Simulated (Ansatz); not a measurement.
The cluster Ag₃Te₄⁺, relaxed as a singlet with RKS PBE-D4/def2-SVP in Ansatz, starting from the GFN1-xTB geometry. Force threshold 0.02 eV/Å.

In the def2 sets Ag, Te take a core potential; there is no spin–orbit coupling. Another isomer (singlet) lies 0.42 eV lower at PBE0-D4/def2-TZVP; other spin states weren't run for this one.

Start:

Cartesian coordinates in Å:
```
Ag -1.290 -0.820 1.021
Ag 0.069 1.420 2.230
Ag -0.059 1.320 -0.571
Te 1.190 -1.710 0.126
Te -2.264 0.014 -1.367
Te 0.130 -0.937 -2.256
Te 2.223 0.713 0.818
```

Estimate the energy that the relaxation releases and the steps that it takes.

51.1 kJ/mol, in 9 steps; 40 s on 4 threads of Arm Neoverse V1 on a shared host. No frequencies were taken in this run, so the end may be a saddle point.

Does the start keep its bonding?

Bonds lost: Ag3–Te6 (atoms count from 1).

Predict the relaxed structure.


```xyz
7

Ag   -1.327   -0.930    0.876
Ag    0.145    1.294    2.418
Ag   -0.156    1.739   -0.434
Te    1.289   -1.752    0.158
Te   -2.143    0.216   -1.492
Te   -0.011   -1.470   -2.281
Te    2.203    0.903    0.755
```
Bond lengths (bridged metal pairs left out): 5 × Ag–Te 2.67 to 2.83 Å; 3 × Te–Te 2.78 to 2.87 Å; 1 × Ag–Ag 3.08 Å.
